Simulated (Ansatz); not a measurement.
A nudged elastic band was laid between two geometries of BH$_{7}$N$_{2}$Si$_{2}$ (12 atoms, charge 0, multiplicity 1).

All numbers below come from Ansatz 0.2.0, RKS PBE-D4/def2-SVP.

- movable images: 7
- climbing image: yes
- spring: 5.0 eV/Å²
- optimiser: quadratic models (default)
- start path: IDPP
- force threshold: 0.05 eV/Å
- iteration limit: 60
- end points: relaxed

First end point:

```xyz
12
Properties=species:S:1:pos:R:3
N -1.693 0.465 1.197
Si -0.065 -0.046 1.628
Si 1.124 -0.699 -0.296
B 0.227 -0.622 -2.051
N 0.865 0.522 -1.621
H -1.752 1.285 0.585
H -2.299 -0.267 0.813
H -0.176 -1.192 2.599
H 0.605 1.115 2.319
H 2.576 -1.101 -0.165
H -0.396 -0.988 -3.021
H 1.061 1.471 -1.954
```

Last end point:

```xyz
12
Properties=species:S:1:pos:R:3
N -1.707 0.512 0.930
Si -0.121 0.105 1.554
Si 1.030 -0.764 -0.292
B 0.317 -0.612 -2.123
N 1.125 0.408 -1.672
H -2.344 1.050 1.526
H -2.224 -0.227 0.446
H -0.047 -0.893 2.698
H 0.482 1.384 2.078
H 2.358 -1.414 0.017
H -0.288 -0.907 -3.128
H 1.496 1.304 -1.999
```

(1) What changes between the two ends?

(2) What energy profile does the band end with?

(3) What is the geometry of the highest image?

(4) What are the harmonic wavenumbers there?

Results:

(1) No bond is made or broken. The height of N1 over the plane of its neighbours goes from 0.32 to -0.27 Å.

(2) The forces met the threshold. The highest image is number 4 of 0 to 8, 1.9 kJ/mol above the first end and 3.5 kJ/mol above the last; the last end lies 1.7 kJ/mol below the first. A vibrational analysis at the climbing image gives one clearly imaginary mode, 250i cm⁻¹: a first-order saddle point.

| image | path coordinate (Å) | energy (kJ/mol) | height of N1 over the plane of its neighbours (Å) |
| --- | --- | --- | --- |
| 0 | 0.00 | 0.0 | 0.32 |
| 1 | 0.26 | 0.1 | 0.31 |
| 2 | 0.51 | 0.5 | 0.29 |
| 3 | 0.77 | 1.2 | 0.25 |
| 4 | 1.02 | 1.9 | 0.10 |
| 5 | 1.22 | 0.7 | -0.09 |
| 6 | 1.42 | -1.0 | -0.23 |
| 7 | 1.62 | -1.6 | -0.26 |
| 8 | 1.82 | -1.7 | -0.27 |

(3) 
```xyz
12
Properties=species:S:1:pos:R:3
N -1.713 0.427 1.071
Si -0.100 0.036 1.598
Si 1.082 -0.760 -0.269
B 0.274 -0.682 -2.067
N 1.008 0.409 -1.657
H -2.107 1.361 1.175
H -2.232 -0.155 0.414
H -0.040 -0.999 2.702
H 0.481 1.309 2.162
H 2.476 -1.294 -0.037
H -0.346 -1.033 -3.045
H 1.294 1.326 -2.011
```

(4) 250i, 63, 83, 144, 181, 269, 394, 472, 515, 588, 603, 623, 689, 745, 789, 800, 820, 833, 866, 919, 968, 1357, 1475, 2099, 2118, 2139, 2615, 3473, 3528, 3636 cm⁻¹.

The run took 86 s on 2 threads of AMD EPYC 7B13 (Zen 3), on a shared host, peak memory 0.18 GiB.
